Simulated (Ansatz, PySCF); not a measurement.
System: C$_{3}$H$_{5}$O$_{2}$, net charge 0, doublet state. It need not be the lowest isomer of its formula. 
Structure (B3LYP-D3(BJ)/def2-TZVP (Ansatz, a first-principles code) minimum search):
```xyz
10

C     -1.9580     0.1829     0.3853
C     -0.6948     0.6055    -0.2506
C      0.5331    -0.1247    -0.0515
O      0.6565    -1.1247     0.6306
O      1.5843     0.4263    -0.7215
H     -2.3564     0.9767     1.0278
H     -1.8127    -0.7158     0.9815
H     -2.7298    -0.0091    -0.3690
H     -0.6638     1.4817    -0.8848
H      2.3551    -0.1278    -0.5275
```
Charge 0, spin multiplicity 2.

Dipole moments at this geometry, in debye (magnitudes).

| level | program | dipole (D) |
|---|---|---|
| HF/def2-TZVPD | PySCF | 1.90 |
| SVWN5/def2-TZVPD | Ansatz | 1.93 |
| PBE/def2-TZVPD | Ansatz | 1.86 |
| BLYP/def2-TZVPD | PySCF | 1.88 |
| revPBE/def2-TZVPD | Ansatz | 1.84 |
| B3LYP/def2-TZVPD | Ansatz | 1.92 |
| BHLYP/def2-TZVPD | Ansatz | 1.95 |
| TPSSh/def2-TZVPD | PySCF | 1.86 |
| M06-2X/def2-TZVPD | PySCF | 1.97 |
| HSE06/def2-TZVPD | Ansatz | … |
| CAM-B3LYP/def2-TZVPD | Ansatz | 1.94 |
| LC-wPBE/def2-TZVPD | Ansatz | 1.91 |
| wB97X-V/def2-TZVPD | Ansatz | 1.93 |
| CCSD(T)/aug-cc-pVDZ | Ansatz | … |

Problem. Complete the blanks.

Solution. 
- HSE06/def2-TZVPD, dipole (D): 1.89
- CCSD(T)/aug-cc-pVDZ, dipole (D): 1.77
